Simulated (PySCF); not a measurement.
## Which determinant of SbF⁺ lies lowest?

Unrestricted PBE0; basis Sb cc-pVTZ-PP with ECP28, F cc-pVTZ; scalar-relativistic core potentials; PySCF 2.14. Outer shells of the fragments: Sb+ 4d10 5s2 5p2; F 2s2 2p5.

Followed along the bond (rough minima from three points):

```tsv
2Ms+1	unpaired	⟨S²⟩ at the start	R at minimum (Å)	Te (eV)
2	π ↑	0.75	1.86	0.00
4	σ ↑, π ↑↑	3.76	2.11	4.22
```

Solutions found at the starting distance of 2.080 Å, counted from the lowest of them; the search is not exhaustive and high or unbound solutions are not listed, so other states can lie among these:

```csv
2Ms+1,unpaired,term,E (eV),⟨S²⟩,⟨Lz²⟩,μ (D)
2,π ↑,²Π,0.00,0.75,1.01,-3.81
2,σ ↑,²Σ⁺,2.60,0.76,0.00,-3.47
4,"σ ↑, π ↑↑",⁴Σ⁻,3.69,3.76,0.00,-1.41
4,π ↑↑↑,⁴Π,3.86,3.76,1.00,0.86
2,"σ ↓, π ↑↑",mixed,4.17,1.76,0.00,-0.66
2,π ↑↑↓,mixed,4.21,1.76,3.03,0.86
4,"σ ↑↑, π ↑",⁴Π,5.46,3.75,1.00,-0.69
4,"σ ↑, π ↑↑",mixed,5.52,3.75,2.01,1.09
4,"σ ↑, π ↑↑",mixed,5.63,3.75,2.01,1.10
```

A term symbol is given only where ⟨S²⟩ and ⟨Lz²⟩ are close to those of a pure state; real π, δ and φ orbitals otherwise mix terms. A positive dipole points towards F; it is taken about the centre of mass and depends on that origin.

Compare the gap between the two lowest followed solutions at the starting distance with the gap between their minima.

At PBE0 the second solution (quartet, unpaired electrons σ ↑, π ↑↑) lies +3.69 eV from the first (doublet, unpaired electrons π ↑) at 2.080 Å and +4.22 eV at the minima; the two curves relax by different amounts, since their minima lie near 2.11 and 1.86 Å.

Spin–orbit coupling is left out. Counting both spins, an empty level lies below a filled one in some of these solutions, because spin and occupation are held.
